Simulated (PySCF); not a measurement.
**Tin: a sound run and one with changed settings**

Sound run: Sn⁺ [Kr] 4d10 5s2 5p1, Sn²⁺ [Kr] 4d10 5s2. All numbers are calculated (PySCF 2.14, scalar relativity through the core potential, in cc-pVDZ-PP with ECP28MDF). In the sound run the correlated levels freeze 4s2 4p6 4d10 outside the core potential. The sound run starts from symmetry-adapted Hartree-Fock orbitals and uses a fine grid where one is needed.

Changed run: a valence shell is frozen. This setting is unsound on purpose.

Ionisation energy of Sn⁺:

```tsv
method	sound run (eV)	changed run (eV)
UHF	13.716	13.716
MP2	13.847	13.716
SCS-MP2	13.829	13.716
CCSD	13.913	13.716
CCSD(T)	13.923	13.716
CCSDT	n/a	13.716
FCI	n/a	13.716
```

Freezing a valence shell removes pair correlation that changes on ionisation.

For comparison, NIST gives 14.633 eV between the lowest levels.
